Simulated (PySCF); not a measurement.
Zn(NH3)4 (H12N4Zn), SMILES [NH3]->[Zn+2](<-[NH3])(<-[NH3])<-[NH3], charge +2. Coordinates come from a ωB97X-D3(BJ)/def2-SVP optimisation. The isomer is the one that the SMILES or the coordinates give; other isomers of the formula were not compared.

### Question
Give the equilibrium geometry at ωB97X-D3(BJ)/def2-SVP (PySCF confirms it by a frequency run) as Cartesian coordinates in Å, and its point group. (An estimate is asked for; the answer gives what the named calculation found.)

### Answer
point group Td.
```xyz
17

Zn     0.0000     0.0000     0.0000
N      1.1957    -1.1957     1.1957
H      1.8195    -0.6697     1.8195
H      1.8195    -1.8195     0.6697
H      0.6697    -1.8195     1.8195
N     -1.1957    -1.1957    -1.1957
H     -1.8195    -0.6697    -1.8195
H     -1.8195    -1.8195    -0.6697
H     -0.6697    -1.8195    -1.8195
N     -1.1957     1.1957     1.1957
H     -0.6697     1.8195     1.8195
H     -1.8195     0.6697     1.8195
H     -1.8195     1.8195     0.6697
N      1.1957     1.1957    -1.1957
H      1.8195     1.8195    -0.6697
H      0.6697     1.8195    -1.8195
H      1.8195     0.6697    -1.8195
```
Charge +2, spin multiplicity 1.
